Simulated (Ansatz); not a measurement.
Input for Ansatz (a quantum-chemistry and plane-wave program): R-B3LYP/def2-TZVPP on HIZn (SMILES [ZnH][I]), a point of a bond scan (R = 1.531 Å). Elements past Kr take the def2 small-core potentials; no spin–orbit coupling.

Ansatz 0.2 input:
```yaml
crystal:
  periodic: [false, false, false]
  atoms:
    - {symbol: Zn, position_ang: [-0.00000000, -0.00000000, -1.52518202]}
    - {symbol: H, position_ang: [0.00000000, 0.00000000, -3.05594935]}
    - {symbol: I, position_ang: [0.00000000, 0.00000000, 0.92097000]}
basis:
  gaussian:
    orbitals: def2-TZVPP
    pivot_positions_ang: [[-0.00000000, -0.00000000, -1.52518202], [0.00000000, 0.00000000, -3.05594935], [0.00000000, 0.00000000, 0.92097000]]
hamiltonian:
  xc: {name: B3LYP}
scf: {lower_state_search: off}
output: {orbitals: {seedname: ./end}}
```

It printed:

```
WARN ansatz: RAYON_NUM_THREADS=1 ignored (pool sized by the plan → 1); use --threads N
Functional definition: B3LYP
these checks for a lower state are left out or cut short: stability, starts, cluster_reference, orbital_swaps, neighbouring_geometries, increment
integrals: 0.05 GiB planned
1034 factors; their error is unknown
mean field: 0.49 GiB planned
mean field evaluation 1: about -56540.5859 eV, gradient 3.9e1 eV
mean field evaluation 2: about -56537.1497 eV, gradient 8.1e1 eV
mean field evaluation 4: about -56542.2435 eV, gradient 7.3e-1 eV
mean field evaluation 8: about -56542.5255 eV, gradient 1.4e-1 eV
mean field evaluation 16: about -56542.5256 eV, gradient 3.1e-6 eV
mean field -56542.52558585 eV, -2077.8994893795 hartree, gradient 3.1e-6 eV, S^2 0.000000; 0 other end points of the search recorded, 0 dependent functions left out
reference -56542.52579271 eV, -2077.8994969815 hartree; 28, 28 occupied and 100, 100 virtual orbitals, 1034 factors
Total energy: -56542.52579271 eV, -2077.8994969815 hartree
Checks for a lower state left out: stability, starts, cluster_reference, orbital_swaps, neighbouring_geometries, increment
```

The calculation finished and met its thresholds.

Cost: very roughly 2.6 core-seconds.
